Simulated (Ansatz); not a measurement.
Species: H$_{3}$GeO$_{3}$, SMILES `[OH][Ge]([OH])[OH]` (charge 0, multiplicity 2).

Problem. Give a relaxed geometry from PBE0-D3(BJ)/def2-TZVP in Ansatz (a program for electronic structure).

Solution. This is not unique; one that fits is the end point of this relaxation, one of several conformers (outside a Z-matrix the atoms follow the SMILES, hydrogens last).
Cartesian coordinates (Å) in one orientation:
```xyz
7

O      1.649     0.091    -0.077
Ge    -0.018    -0.052     0.526
O     -0.746    -1.443    -0.307
O     -0.889     1.393    -0.035
H      2.128    -0.742    -0.037
H     -1.705    -1.455    -0.236
H     -0.420     2.208     0.166
```
